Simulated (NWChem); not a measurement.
Molecule: C$_{2}$H$_{8}$BeN$_{2}$; SMILES C[N](C)[Be][NH2]

```xyz
13

Be     0.0002    -1.0166    -0.0001
N      0.0005    -2.5191     0.0001
H      0.0013    -3.1089     0.8252
H     -0.0001    -3.1092    -0.8248
N      0.0000     0.4917    -0.0003
C      1.2006     1.2871    -0.0013
C     -1.2009     1.2867     0.0002
H      1.2656     1.9459    -0.8915
H      1.2659     1.9473     0.8879
H      2.0978     0.6478    -0.0009
H     -1.2654     1.9468     0.8895
H     -1.2671     1.9457    -0.8899
H     -2.0979     0.6472     0.0015
```
Atoms are numbered in this order, from 1.

Level: PBE0/def2-SVP (NWChem), optimised geometry, unscaled harmonic frequencies. 

List the harmonic frequencies with IR intensities, and the thermochemistry.


```csv
frequency (cm⁻¹),IR intensity (km/mol)
124,0.1
156,2.4
243,0.0
261,1.2
301,0.0
351,0.0
360,12.7
429,69.0
487,144.2
610,0.3
691,87.7
1016,18.0
1089,1.9
1108,0.0
1169,1.3
1240,25.8
1255,74.0
1429,5.1
1447,0.0
1453,10.5
1455,58.6
1470,45.4
1480,16.9
1525,0.3
1587,392.3
2972,70.1
2978,132.3
3024,113.8
3034,0.0
3121,21.4
3122,30.7
3623,42.2
3704,31.3
```

```yaml
zero_point_energy: 69.0 kcal/mol
thermal correction to the enthalpy at 298.15 K (with zero-point energy): 74.2 kcal/mol
heat capacity Cv: 24.8 cal/(mol K)
entropy at 298.15 K and 1 atm (symmetry number 2): 78.8 cal/(mol K)
dipole_moment: 0.52 D
```

Rigid rotor and harmonic oscillator.
